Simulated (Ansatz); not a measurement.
Reaction (formal hydrolysis of a B–N bond): `C=NB(F)Br` + H₂O → `OB(F)Br` + `C=N`

Isolated molecules relaxed with PBE0-D4/def2-TZVP in Ansatz; ΔE leaves out vibrations. CCSD(T)/CBS is the MP2 limit (def2-TZVPP, def2-QZVPP) plus CCSD(T) − MP2 in def2-TZVPP, frozen cores. This one scheme is used for every species. DFT in def2-TZVPP. For Br outer-core shells are correlated without core-valence functions, which leaves a few kJ/mol of doubt a bond. Scalar relativity is left out up to krypton. One conformer a species, not always the lowest.

```
             level  ΔE (kJ/mol)  difference from CCSD(T)/CBS
         revPBE-D4        -50.4                          9.4
         r2SCAN-D4        -58.4                          1.4
            B97M-V        -62.9                         -3.1
        r2SCANh-D4        -59.2                          0.6
          BHLYP-D4        -60.4                         -0.6
      CAM-B3LYP-D4        -59.2                          0.6
           ωB97X-V        -63.1                         -3.3
            revPBE        -54.9                          4.9
              PBE0        -57.6                          2.2
           r2SCANh        -60.1                         -0.3
RPA@PBE/def2-TZVPP        -68.4                         -8.6
       HF/def2-SVP        -76.4                        -16.6
      MP2/def2-SVP        -72.8                        -13.0
   CCSD/def2-TZVPP        -66.6                         -6.8
      HF/CBS(def2)        -73.8                        -14.0
     MP2/CBS(def2)        -55.4                          4.4
       CCSD(T)/CBS        -59.8                            0
```

Largest T1 diagnostic among the species: 0.012.

Leaving LDA and LC-ωPBE aside and taking each functional with its dispersion term where it has one, the values spread over 12.7 kJ/mol, from ωB97X-V to revPBE-D4. LDA lies +4.3 kJ/mol from PBE without D4. The D4 term adds +4.0 kJ/mol with B3LYP and +2.4 kJ/mol with PBE0; it sums over pairs of atoms, weighted by their polarisabilities, and B3LYP, whose exchange is more repulsive, gets the larger term. In def2-TZVPP, CCSD(T) changes the Hartree–Fock value by +9.1 kJ/mol (the triples alone add +1.5 kJ/mol) and MP2 by +13.5 kJ/mol.

B3LYP here is the variant with VWN-RPA as its local correlation; programs differ in this.
